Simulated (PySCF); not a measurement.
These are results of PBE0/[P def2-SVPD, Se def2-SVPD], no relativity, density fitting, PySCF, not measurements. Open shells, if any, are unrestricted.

Q: What shape and geometry does isolated singlet [PSe3]- take (every ligand bound to P)?

A: Counting electrons, phosphorus keeps none of its valence electrons outside its bonds, so the VSEPR class is AX3 and the expected shape is trigonal planar (D3h), as computed. The lowest minimum found is a singlet of D3h symmetry with P–Se 2.113 Å (×3); Se–P–Se 120.0° (×3). Its harmonic wavenumbers are 131 (e'), 213 (a2''), 272 (a1'), 558 (e') cm⁻¹ and its dipole moment is 0.00 D about the centre of mass.

This need not be the most stable arrangement of these atoms. The lowest empty level of this anion is unbound, so it and the gap depend on the basis.
